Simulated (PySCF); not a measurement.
# C7H12F: g tensor and hyperfine couplings

Compound: C7H12F (doublet state).
Cartesian coordinates in Å at the GFN2-xTB level; atoms count from 1:
```
atom  x, y, z in Å
C1     2.341   -0.003   -0.020
C2     0.955   -0.037   -0.545
C3     0.170    1.212   -0.721
C4    -0.918    1.313    0.368
C5    -1.787    0.061    0.363
C6    -0.928   -1.177    0.583
F7    -1.730   -2.306    0.549
C8     0.158   -1.290   -0.502
H9     2.879   -0.914   -0.277
H10    2.358    0.084    1.075
H11    2.886    0.852   -0.418
H12   -0.334    1.208   -1.695
H13    0.817    2.089   -0.677
H14   -1.538    2.195    0.193
H15   -0.440    1.422    1.343
H16   -2.298   -0.037   -0.598
H17   -2.548    0.118    1.146
H18   -0.472   -1.167    1.582
H19    0.785   -2.160   -0.301
H20   -0.362   -1.454   -1.453
```

The hyperfine couplings belong to this conformer and change with its torsions.

As a line formula: `C[C]1CCC[C@@H](F)C1` [radical].

The calculation used PySCF 2.14.0, UKS B3LYP, pcH-1 on C F H, non-relativistic, mean-field spin-orbit, GIAO. Geometry: GFN2-xTB, one conformer, isolated molecule. Couplings are sensitive to structure, and on GFN2-xTB geometries they can be far from those on DFT ones. Stability of the SCF solution: not tested.

```
g1, g2, g3        : 2.00225, 2.00286, 2.00292
g_iso             : 2.00267
Form of g         : close to axial: the two nearest values differ by 9 % of g3 − g1
⟨S²⟩              : 0.7540 (exact 0.7500)
α and β electrons : 32, 31
```

Isotropic coupling and dipolar principal values T1 to T3, in 10⁻⁴ cm⁻¹ (1 × 10⁻⁴ cm⁻¹ = 2.998 MHz):

```tsv
atom	isotope	a_iso	T1	T2	T3	Mulliken spin population
C1	13C	-10.5	-0.7	-0.1	0.8	-0.08
C2	13C	38.6	-26.5	-26.4	52.9	0.97
C3	13C	-9.9	-0.7	-0.3	0.9	-0.07
C4	13C	19.7	-1.6	-1.5	3.1	0.04
C5	13C	-0.9	-0.2	-0.2	0.4	0.00
C6	13C	20.6	-1.7	-1.5	3.2	0.04
F7	19F	5.9	-6.7	-5.2	11.9	0.01
C8	13C	-10.1	-0.6	-0.2	0.9	-0.08
H9	1H	12.4	-1.6	-1.4	3.0	0.01
H10	1H	50.2	-1.7	-1.0	2.7	0.07
H11	1H	11.4	-1.6	-1.4	3.0	0.01
H12	1H	24.7	-1.6	-1.5	3.2	0.04
H13	1H	1.1	-1.7	-1.2	2.9	0.00
H14	1H	4.2	-1.0	-0.6	1.6	0.01
H15	1H	-1.2	-1.5	-0.6	2.2	0.00
H16	1H	0.6	-0.6	-0.5	1.1	0.00
H17	1H	1.6	-0.4	-0.3	0.8	0.00
H18	1H	-1.4	-1.4	-0.6	2.0	0.00
H19	1H	1.3	-1.6	-1.2	2.8	0.00
H20	1H	26.2	-1.6	-1.5	3.1	0.04
```

Largest spin populations (Mulliken): C2 (+0.97), C1 (-0.08), C8 (-0.08) and C3 (-0.07). No atom but C2 exceeds +0.15. The positive populations add up to 1.24 and the negative ones to -0.24, together 2S = 1. The angles at C2 add up to 357.2°, so it is nearly planar.

Axes: g2 points within 10° of the C2–C3 bond.

Under fast tumbling the dipolar parts average out, and these isotropic splittings remain (the largest six): 1 × 1H (H20, I = 1/2, 2 lines) with 2.80 mT, 1 × 1H (H12, I = 1/2, 2 lines) with 2.64 mT, 3 × 1H (H9/H10/H11, I = 1/2, 4 lines) with 2.64 mT, 1 × 19F (F7, I = 1/2, 2 lines) with 0.63 mT, 1 × 1H (H14, I = 1/2, 2 lines) with 0.44 mT and 1 × 1H (H17, I = 1/2, 2 lines) with 0.18 mT.

Class means assume fast exchange of nuclei equivalent by connectivity; if that motion is slow, each nucleus keeps its own coupling. The three 1H nuclei of mean +73.9 MHz run from 34.1 to 150.4 MHz in the frozen geometry.

The 13C coupling of C2 (115.7 MHz) shows only in satellite lines or after enrichment, since that isotope makes up about 1.07 % of natural carbon.

Examples of negative spin density at the nucleus (bohr⁻³): C1 (-0.0280), C8 (-0.0268) and C3 (-0.0265).
